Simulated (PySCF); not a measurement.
C4H7NS, SMILES CSC=C=CN.

The structure is a stationary point at r2SCAN-D4/def2-SVP. The structure was generated by enumeration; whether it is a known compound was not checked. Other conformers were not sampled.

Two levels are set side by side: TDDFT-PBE/def2-SVPD (PySCF) and TDDFT-B3LYP/def2-SVPD (PySCF). Vertical, same geometry. The lowest singlet is HOMO−1→LUMO 94 % with PBE and HOMO−1→LUMO 95 % with the other functional; states are paired by order. Differences are taken from unrounded values.

| quantity | TDDFT-B3LYP |
|---|---|
| lowest singlet excitation (eV) | 4.34 |
| lowest triplet excitation (TDA) (eV) | 3.67 |
| first bright state (f over 0.05) (eV) | 4.84 |
| its oscillator strength | 0.07 |

What does TDDFT-PBE give, and how far is it from TDDFT-B3LYP? (The exact figures need the calculation; the answer reports its results.)


| quantity | TDDFT-PBE | TDDFT-PBE minus TDDFT-B3LYP |
|---|---|---|
| lowest singlet excitation (eV) | 4.12 | -0.23 |
| lowest triplet excitation (TDA) (eV) | 3.51 | -0.16 |
| first bright state (f over 0.05) (eV) | 4.47 | -0.37 |
| its oscillator strength | 0.07 | -0.01 |

Functionals without exact exchange tend to place singlet excitations lower, as here. Differences between two approximate levels are no errors against the true value.

Rough cost on one machine, each run with all the roots and properties that it gave: TDDFT-B3LYP against TDDFT-PBE about 4 times.
